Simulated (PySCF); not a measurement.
Molecule: (CH3CH2)2CFCH3 (CCC(C)(F)CC, C6H13F).

Molfile (atoms numbered from 1):
```
C6H13F
     RDKit          3D

 20 19  0  0  0  0  0  0  0  0999 V2000
    2.0279    1.1316    0.4062 C   0  0  0  0  0  0  0  0  0  0  0  0
    1.3374   -0.2052    0.1957 C   0  0  0  0  0  0  0  0  0  0  0  0
    0.2229   -0.1890   -0.8486 C   0  0  0  0  0  0  0  0  0  0  0  0
   -0.3336   -1.5831   -1.0732 C   0  0  0  0  0  0  0  0  0  0  0  0
    0.8073    0.2057   -2.0577 F   0  0  0  0  0  0  0  0  0  0  0  0
   -0.8720    0.8394   -0.5694 C   0  0  0  0  0  0  0  0  0  0  0  0
   -1.6154    0.6694    0.7449 C   0  0  0  0  0  0  0  0  0  0  0  0
    2.3821    1.5354   -0.5535 H   0  0  0  0  0  0  0  0  0  0  0  0
    1.3586    1.8785    0.8601 H   0  0  0  0  0  0  0  0  0  0  0  0
    2.8975    1.0239    1.0712 H   0  0  0  0  0  0  0  0  0  0  0  0
    0.9249   -0.5842    1.1452 H   0  0  0  0  0  0  0  0  0  0  0  0
    2.0749   -0.9546   -0.1359 H   0  0  0  0  0  0  0  0  0  0  0  0
   -0.7869   -1.9856   -0.1562 H   0  0  0  0  0  0  0  0  0  0  0  0
    0.4725   -2.2630   -1.3851 H   0  0  0  0  0  0  0  0  0  0  0  0
   -1.0981   -1.5671   -1.8638 H   0  0  0  0  0  0  0  0  0  0  0  0
   -0.4095    1.8379   -0.6164 H   0  0  0  0  0  0  0  0  0  0  0  0
   -1.5777    0.7968   -1.4152 H   0  0  0  0  0  0  0  0  0  0  0  0
   -2.1102   -0.3114    0.8165 H   0  0  0  0  0  0  0  0  0  0  0  0
   -2.3974    1.4359    0.8494 H   0  0  0  0  0  0  0  0  0  0  0  0
   -0.9451    0.7681    1.6128 H   0  0  0  0  0  0  0  0  0  0  0  0
  1  2  1  0
  2  3  1  0
  3  4  1  0
  3  5  1  0
  3  6  1  0
  6  7  1  0
  1  8  1  0
  1  9  1  0
  1 10  1  0
  2 11  1  0
  2 12  1  0
  4 13  1  0
  4 14  1  0
  4 15  1  0
  6 16  1  0
  6 17  1  0
  7 18  1  0
  7 19  1  0
  7 20  1  0
M  END
```

Geometry PBE0-D3(BJ)/def2-SVP throughout; GIAO in PySCF 2.14.0 with density-fitted response routines, gas phase, one conformer, non-relativistic; equivalent atoms averaged; basis pcSseg-1.

For orientation, WP04 gives these shifts δ (against TMS, CFCl3 at the same level): C3 100.5, C2/C6 33.5, C4 27.9, C1/C7 12.4, F5 -173.8, H12/H16 1.61, H11/H17 1.30, H13/H14/H15 1.25, H8/H9/H10/H18/H19/H20 0.90 ppm.

A run gave: C3 92.1, C2/C6 31.3, C4 27.5, C1/C7 9.9, F5 -160.9, H12/H16 1.58, H11/H17 1.24, H13/H14/H15 1.24, H8/H9/H10/H18/H19/H20 0.90 ppm (shifts δ (against TMS, CFCl3 at the same level)).

Question: Which functional was used in that run?
A. BHandHLYP
B. PBE0
C. OPBE
D. BP86
E. KT2

Answer: A. F5 tells them apart best: BHandHLYP gives -160.9, BP86 gives -189.6, PBE0 gives -172.9, OPBE gives -183.3, KT2 gives -192.8 ppm.
